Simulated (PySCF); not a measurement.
Polarisability and C₆ of Pd²⁺ (palladium, charge +2)

[Kr] 4d7 5s1, high-spin 5F determinant (an excited configuration). All numbers are calculated (PySCF 2.14, scalar relativity through the core potential, in aug-cc-pwCVTZ-PP with ECP28MDF (8s8p7d4f3g, 122 functions)). Coupled (time-dependent) response in atomic units; α is the mean over directions.

```tsv
method	mean α (bohr³)	C₆ (like pair)	S(−4)
PBE0	17.48	93.45	193.9
```

S(−4) is the Cauchy moment in α(ω) = α(0) + S(−4) ω² + …

Spin-orbit coupling is absent.

α(iu) at PBE0:

```
u (hartree)  α(iu) (bohr³)
          0          17.48
     0.0500          17.01
      0.100          15.79
      0.200          12.60
      0.300          9.927
      0.500          6.758
      0.750          4.822
       1.00          3.733
       1.50          2.495
       2.00          1.795
       3.00          1.045
       5.00         0.4671
```

A single London oscillator, α(iu) = α/(1 + u²/ω²), gives C₆ = (3/4) ω α². Matching the computed C₆ needs ω = 4 × 93.45 / (3 × 17.48²) = 0.408 hartree.

For an ion, C₆ is the dispersion term alone; charge-induced terms of lower order in 1/R come first.

Energies and moments cover only the electrons outside the core potential.
